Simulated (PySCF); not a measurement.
Compound: C7H10.
Atom-mapped SMILES: `[CH3:1][C:2]#[C:3][CH:4]1[CH2:5][CH2:6][CH2:7]1`

Definitions: NICS(0) = −σiso at the ring centroid; NICS(1) = −σiso and NICS(1)zz = −σzz at ±1 Å along the ring normal z. Level: GIAO PBE0/pcSseg-1 (PySCF, non-relativistic, gas phase) on the GFN2-xTB geometry, one conformer.

Ring bond lengths (Å), with Mayer bond orders in brackets: C4–C5 1.546 (0.99), C5–C6 1.535 (1.05), C6–C7 1.535 (1.05), C7–C4 1.546 (0.99).

Task: Give the NICS values of each ring in ppm.

Result: 
```json
{"ring": "C4–C5–C6–C7", "type": "4-membered carbocycle; formal bonds all single", "NICS(0)": "0.7", "NICS(1), two faces": "-0.4 / 0.3", "NICS(1)zz, two faces": "3.3 / 5.7", "rms pucker (Å)": "0.07", "centre to ring atoms, mean (Å)": "1.09"}
```

Task: What can be read from them?

Result: 
- C4–C5–C6–C7: mean NICS(1)zz 4.5 ppm, deshielded. C4, C5, C6, C7 have four or more neighbours, and the NICS criterion for π rings isn't applied.

Task: What field does 14.1 T along the ring normal induce along that normal at the second NICS(1) probe listed for ring C4–C5–C6–C7, 1 Å off the ring?

Result: NICSzz × B0 = 5.7 ppm × 14.1 T = 80 μT, along the applied field.

Task: List the ring angles and the Hirshfeld charges of the ring atoms.

Result: 
- C4–C5–C6–C7: C4 89.0° (-0.014 e), C5 89.5° (-0.066 e), C6 89.8° (-0.071 e), C7 89.5° (-0.066 e); sum 357.8° against 360° for a flat convex ring.

Task: How shielded are the nuclei of the rings and their hydrogens (means over atoms taken as equivalent)?

Result: 
```
       atoms                environment  σ isotropic (ppm)  principal values of the symmetric part, first atom (ppm)
          C4         propargylic carbon              162.4                                       147.9, 168.3, 170.8
     C5 (×2)  four-membered-ring carbon              156.6                                       141.0, 147.8, 180.7
          C6  four-membered-ring carbon              169.2                                       157.8, 167.6, 182.1
     H on C4           methine hydrogen              28.69                                          24.2, 28.9, 32.9
H on C5 (×2)         methylene hydrogen              29.42                                          26.2, 27.0, 35.0
H on C5 (×2)         methylene hydrogen              29.56                                          26.7, 28.9, 33.1
     H on C6         methylene hydrogen              29.84                                          26.2, 27.0, 36.3
     H on C6         methylene hydrogen              29.77                                          26.8, 27.2, 35.3
```
